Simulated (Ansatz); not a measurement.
Reaction (SMILES): O=BF → B atom + F atom + O atom
B3LYP-D3(BJ)/def2-TZVP geometries, fixed; electronic energies without zero-point terms.

Basis-set convergence of the atomisation energy at HF with Ansatz (a quantum-chemistry and plane-wave program). All functions are spherical. Open shells are unrestricted. No added dispersion term, no relativity. Functions are those of the species that has most. Reference: the value in aug-pcseg-3, 256.80 kcal/mol, itself unsure by roughly 1.10 kcal/mol (its mean distance from aug-cc-pVQZ, cc-pV5Z, def2-QZVPPD). Deviations are taken from unrounded values.

```tsv
basis	functions	atomisation energy (kcal/mol)	minus reference (kcal/mol)
cc-pVDZ	42	241.81	-14.99
aug-cc-pVDZ	69	243.50	-13.30
cc-pVTZ	90	254.74	-2.06
jun-cc-pV(T+d)Z	117	254.66	-2.14
aug-cc-pVTZ	138	254.59	-2.21
cc-pVQZ	165	255.79	-1.01
aug-cc-pVQZ	240	255.70	-1.10
cc-pV5Z	273	255.79	-1.01
```

The smallest set listed that lies within 4 kcal/mol of the reference with all its larger relatives (same family, alike in diffuse functions; a set with none counts only in the reference's own line) is cc-pVTZ (90 functions, -2.06 kcal/mol off).
